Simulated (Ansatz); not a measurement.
Start from `[O]=[W](=[S])([Cl])[Cl]` and change one atom or group to get `[NH2][W](=[O])(=[S])[Cl]`.

Ansatz, PBE0-D4/def2-TZVP geometries, multiplicity 1. Each molecule was computed in one conformer, which needn't be the lowest.

Elements past krypton have def2 core potentials.

```
                                          property  `[O]=[W](=[S])([Cl])[Cl]`
size of the dipole moment (ωB97M-V/def2-TZVPP) / D                       1.42
             LUMO energy (ωB97M-V/def2-TZVPP) / eV                      -1.48
               HOMO–LUMO gap (PBE/def2-TZVPP) / eV                       2.84
               HOMO energy (B3LYP/def2-TZVPP) / eV                      -7.97
             HOMO energy (ωB97M-V/def2-TZVPP) / eV                     -10.33
                LUMO energy (PBE0/def2-TZVPP) / eV                      -3.49
```

(1) What does the change do to each property? (Best estimate.)

Answers

(1) Ansatz gave: 
```csv
property,`[NH2][W](=[O])(=[S])[Cl]`,shift
size of the dipole moment (ωB97M-V/def2-TZVPP) / D,3.88,2.46
LUMO energy (ωB97M-V/def2-TZVPP) / eV,-0.50,0.98
HOMO–LUMO gap (PBE/def2-TZVPP) / eV,3.28,0.44
HOMO energy (B3LYP/def2-TZVPP) / eV,-7.50,0.47
HOMO energy (ωB97M-V/def2-TZVPP) / eV,-9.86,0.47
LUMO energy (PBE0/def2-TZVPP) / eV,-2.53,0.96
```

With PBE0 the HOMO rises by 0.48 eV and the LUMO rises by 0.96 eV, so the gap widens by about 0.48 eV. PBE moves the HOMO by 0.46 eV and ωB97M-V by 0.47 eV. The zero-point energy changes by 64.3 kJ/mol with +6 modes. Dipoles are sizes alone; their direction can turn.

B3LYP here is the variant with VWN-RPA as its local correlation; programs differ in this.
